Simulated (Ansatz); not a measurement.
`CCC[SiH2]O` + H₂ → `CC[SiH2]O` + CH₄  (hydrogenolysis of a C–C bond)

Computed with Ansatz on PBE0-D4/def2-TZVP structures; ΔE is electronic, products minus reactants. CBS: MP2 limit from def2 TZ/QZ plus the TZ coupled-cluster correction, frozen cores. This one scheme is used for every species. Functionals use def2-TZVPP. B3LYP here is the variant with VWN-RPA as its local correlation; programs differ in this. One conformer a species, not always the lowest.

Is it downhill or uphill in electronic energy at CCSD(T)/CBS, and by how much? (Estimate.)

Ansatz gave: Downhill: ΔE = -16.5 kcal/mol.

What do these levels give: PBE-D4, r2SCAN-D4, PBE0-D4, PBE, r2SCAN, B3LYP, HF/def2-TZVPP, MP2/def2-TZVPP, SCS-MP2/def2-TZVPP, CCSD/def2-TZVPP, CCSD(T)/def2-TZVPP, MP2/CBS(def2)? (An estimate is asked.)

Computed: PBE-D4 -16.4, r2SCAN-D4 -17.1, PBE0-D4 -17.0, PBE -18.0, r2SCAN -17.6, B3LYP -20.0, HF/def2-TZVPP -21.7, MP2/def2-TZVPP -16.1, SCS-MP2/def2-TZVPP -16.9, CCSD/def2-TZVPP -17.7, CCSD(T)/def2-TZVPP -16.8, MP2/CBS(def2) -15.8 kcal/mol.

Largest T1 diagnostic among the species: 0.010.

The D4 term adds +2.5 kcal/mol with B3LYP and +1.4 kcal/mol with PBE0; it sums over pairs of atoms, weighted by their polarisabilities, and B3LYP, whose exchange is more repulsive, gets the larger term. In def2-TZVPP, CCSD(T) changes the Hartree–Fock value by +5.0 kcal/mol (the triples alone add +0.9 kcal/mol) and MP2 by +5.7 kcal/mol.
